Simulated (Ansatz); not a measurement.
Cartesian coordinates in Å:
```
C 3.1490 -0.1474 -0.6102
C 1.9449 -0.3070 -0.5539
Zr -0.2066 -0.5737 -0.4380
F -0.7225 -2.0126 -1.5374
C -0.7723 -0.9913 1.6161
C -1.0834 -1.2149 2.7701
C -1.1953 1.2401 -1.1060
C -1.7422 2.2624 -1.4724
H 4.2060 -0.0062 -0.6588
H -1.3560 -1.4101 3.7835
H -2.2217 3.1606 -1.7931
```

The species carries charge 0 and has multiplicity 1. Zr takes the def2 core potential.

(1) List the ωB97M-V/def2-TZVPP orbital energies in eV (Ansatz 0.2.0). (Estimate.)

Results:

(1) The calculation gave: Occupied: -677.57, -281.94, -281.94, -281.94, -281.07, -281.07, -281.07, -62.88, -39.99, -39.00, -39.00, -34.34, -23.70, -23.65, -23.65, -17.88, -17.82, -17.82, -15.41, -15.03, -15.03, -13.49, -12.96, -12.96, -11.03, -11.03, -10.87, -10.63, -10.63, -10.46. Lowest empty: -0.62, -0.62, 0.30, 0.70, 0.71, 1.11, 1.84, 1.96.
